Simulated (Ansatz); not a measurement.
Mulliken charges of AuClF$_{3}$P, SMILES `F[P+](F)(F)[Au-][Cl]` from r2SCAN/def2-TZVPP in Ansatz (PBE0-D4/def2-TZVP geometry).

| atom | x (Å) | y (Å) | z (Å) | charge (e) |
| --- | --- | --- | --- | --- |
| F1 | 0.612 | -1.193 | 1.479 | -0.192 |
| P2 | 0.402 | -0.613 | 0.065 | 0.730 |
| F3 | -0.085 | -1.880 | -0.669 | -0.192 |
| F4 | 1.865 | -0.573 | -0.423 | -0.192 |
| Au5 | -0.784 | 1.195 | -0.127 | 0.239 |
| Cl6 | -2.010 | 3.063 | -0.325 | -0.394 |

By hand: the dipole of these point charges (1 e Å = 4.8032 D).

Σ q r = (0.439, -0.669, 0.071) e Å, of length 0.803 e Å = 3.86 D.

How does the dipole of the full density compare? (Best estimate.)

The calculation gave: (0.501, -0.764, 0.081) e Å, 4.41 D; the point charges give 0.88 times that, at 0° from its direction.

Point charges leave out the atoms' own dipoles, such as those of lone pairs, and Mulliken's split depends on the basis, so the close match here is no proof of good charges.
